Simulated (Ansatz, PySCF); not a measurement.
This PySCF input computes a SVWN5/def2-TZVPD energy:

```python
from pyscf import gto, scf, dft

mol = gto.M(
    atom='''
    C     1.18433742   -0.34199821    0.02717061
    C    -0.09903702    0.16428071   -0.38733123
    O    -1.21338877    0.30347922    0.10528581
    H     1.47489969   -1.13657405   -0.67327228
    H     1.92281574    0.45922960   -0.11096420
    H     1.18123417   -0.70542814    1.06103945
    H    -1.38364183    0.02124389    1.04187425
    ''',
    basis='def2-tzvpd',
    charge=1,
    spin=1,
    verbose=4,
)

mf = dft.UKS(mol, xc='svwn').density_fit(auxbasis='def2-universal-jkfit')
mf.grids.level = 3
mf.conv_tol = 1e-9
mf.max_cycle = 100
mf.max_memory = 1500
mf.kernel()
if not mf.converged:
    mf = mf.newton()
    mf.kernel(mf.make_rdm1())
for _ in range(2):
    mo, _, stable, _ = mf.stability(return_status=True)
    if stable:
        break
    mf.kernel(mf.make_rdm1(mo, mf.mo_occ))
mf.analyze()
```

Question: Write an input for the same energy in Ansatz (a quantum-chemistry and plane-wave program) and say what it gives.

Answer: 
Ansatz 0.2 input:
```yaml
crystal:
  periodic: [false, false, false]
  atoms:
    - {symbol: C, position_ang: [1.18433742, -0.34199821, 0.02717061]}
    - {symbol: C, position_ang: [-0.09903702, 0.16428071, -0.38733123]}
    - {symbol: O, position_ang: [-1.21338877, 0.30347922, 0.10528581]}
    - {symbol: H, position_ang: [1.47489969, -1.13657405, -0.67327228]}
    - {symbol: H, position_ang: [1.92281574, 0.45922960, -0.11096420]}
    - {symbol: H, position_ang: [1.18123417, -0.70542814, 1.06103945]}
    - {symbol: H, position_ang: [-1.38364183, 0.02124389, 1.04187425]}
basis:
  gaussian:
    orbitals: def2-TZVPD
hamiltonian:
  xc: {name: SVWN5}
total_charge: 1
magnetization: {spin_polarized: true, initial_magnetization: 1}
output: {forces: true}
```
It gives -152.23329 Eh, and PySCF -152.23337 Eh, a difference of 0.08 mEh, from the treatment of integrals and grids.
